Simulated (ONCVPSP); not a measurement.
## Sn (Z = 50): from the effect back to the setting (ONCV)

Base potential:

ONCVPSP 4.0.1 input, shortened (lines: element, Z, core and valence counts, functional; n l f; lmax; l rc ep ncon nbas qcut; lloc lpopt rc5 dvloc0; l nproj debl; icmod fcfact rcfact), LDA (Perdew-Wang 92), scalar-relativistic:

```
  Sn 50.00    6    5  -001012      upf
    1    0    2.00
    2    0    2.00
    2    1    6.00
    3    0    2.00
    3    1    6.00
    3    2   10.00
    4    0    2.00
    4    1    6.00
    4    2   10.00
    5    0    2.00
    5    1    2.00
    2
    0    1.50    0.00    5    8   10.50
    1    1.15    0.00    4    7   11.70
    2    1.55    0.00    4    9   11.60
    4    5    1.00    0.00
    0    2    1.60
    1    2    1.60
    2    2    2.40
    1    0.35    0.00
```

Cutoffs, loose and tight: the cutoffs (Ha) at which the residual kinetic energy of the hardest occupied pseudo-wave falls to 1 and 0.1 mHa per electron. They do not see the model core or the augmentation charge, which bear on the density cutoff. Test errors are all-electron minus pseudo excitation energies from the reference, over the configurations 4s2 4p6 4d10 5s2 5p1; 4s2 4p6 4d10 5s2 5p0; 4s2 4p6 4d10 5s1 5p0; 4s2 4p6 4d10 5s2 5p1.5; variants that change the core or the reference have their own tests.

Only the scale of all radii but the core radius (base = 1) is moved (2 further runs of the sweep failed or gave no value and are left out):

| scale of all radii but the core radius (base = 1) | cutoff, loose | cutoff, tight | bound ghosts | largest test error (meV) |
| --- | --- | --- | --- | --- |
| 0.84 | 60 Ha | 78 Ha | none | -9.6 |
| 0.9 | 56 Ha | 65 Ha | none | -10.0 |
| 0.95 | 53 Ha | 61 Ha | none | -10 |
| 1.03 | 48 Ha | 57 Ha | none | -11 |
| 1.08 | 44 Ha | 53 Ha | none | -12 |
| 1.19 | 36 Ha | 46 Ha | none | -13 |
| 1.25 | 32 Ha | 44 Ha | none | -15 |

Q: One more run gave cutoff, loose: 39 Ha; cutoff, tight: 49 Ha; bound ghosts: none; largest test error (meV): -13. Which value of the scale of all radii but the core radius (base = 1) was used?

A: 1.15. The loose cutoff moves one way along this sweep, from 60 Ha at 0.84 to 32 Ha at 1.25, which places the run between 1.08 and 1.19.
